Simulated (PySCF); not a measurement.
Isomers of C5H8ClFSi2, one GFN2-xTB conformer each. Single-point energies are computed at PBE0/pcSseg-1 (PySCF, gas phase, no added dispersion term), electronic only.

Question: Rank them by PBE0/pcSseg-1 energy, lowest first (kcal/mol).
A. `[CH:1]#[C:2][C@@:3]1([Cl:4])[SiH2:5][CH2:6][SiH2:7][C@H:8]1[F:9]` with C2–C3–Si5–C6 170°, C3–Si5–C6–Si7 -18°, Si5–C6–Si7–C8 -4°, C6–Si7–C8–F9 -84°
B. `[CH:1]#[C:2][Si@@:3]1([Cl:4])[SiH2:5][CH2:6][CH2:7][C@@H:8]1[F:9]` with C2–Si3–Si5–C6 107°, Si3–Si5–C6–C7 -26°, Si5–C6–C7–C8 52°, C6–C7–C8–F9 68°
C. `[CH2:1]=[C:2]([CH2:3][Cl:4])[SiH2:5][C:6]#[C:7][SiH2:8][F:9]` with C1–C2–C3–Cl4 -122°, C1–C2–Si5–C6 -145°
D. `[CH:1]#[C:2][C@@:3]1([Cl:4])[SiH2:5][SiH2:6][CH2:7][C@H:8]1[F:9]` with C2–C3–Si5–Si6 155°, C3–Si5–Si6–C7 -5°, Si5–Si6–C7–C8 -21°, Si6–C7–C8–F9 -68°
E. `[CH:1]#[C:2][CH2:3][Si@@H:4]([Cl:5])/[C:6]([F:7])=[CH:8]/[SiH3:9]` with C2–C3–Si4–Cl5 62°, C3–Si4–C6–F7 125°

Answer: B (0.0), C (6.1), E (24.4), A (40.6), D (41.9).

Neighbours under 2.5 kcal/mol apart (C#C[C@@]1(Cl)[SiH2]C[SiH2][C@H]1F and C#C[C@@]1(Cl)[SiH2][SiH2]C[C@H]1F) can change places with a better method, another conformer or zero-point energy. GFN2-xTB itself gives, in the same order: 9.8, 0.0, 20.3, 28.5, 27.2. GFN2-xTB puts C=C(CCl)[SiH2]C#C[SiH2]F lowest instead; measured from each level's own lowest isomer, the values differ by up to 14.7 kcal/mol (C#C[C@@]1(Cl)[SiH2][SiH2]C[C@H]1F: 27.2 against 41.9).

Which frontier levels, dipoles and rotational constants go with these structures?

```
                           SMILES  HOMO (eV, PBE0/pcSseg-1)  LUMO (eV)  dipole (D)       A, B, C (MHz)
   C#C[Si@@]1(Cl)[SiH2]CC[C@@H]1F                     -7.58      -1.06        3.02  1128, 811.3, 721.9
         C=C(CCl)[SiH2]C#C[SiH2]F                     -8.13      -1.24        2.34  1405, 454.3, 396.9
    C#CC[Si@@H](Cl)/C(F)=C/[SiH3]                     -7.69      -1.26        1.47  1724, 449.1, 414.9
C#C[C@@]1(Cl)[SiH2]C[SiH2][C@H]1F                     -7.68      -0.71        1.15  1322, 902.1, 824.3
C#C[C@@]1(Cl)[SiH2][SiH2]C[C@H]1F                     -7.59      -0.73        0.75  1365, 867.5, 786.0
```
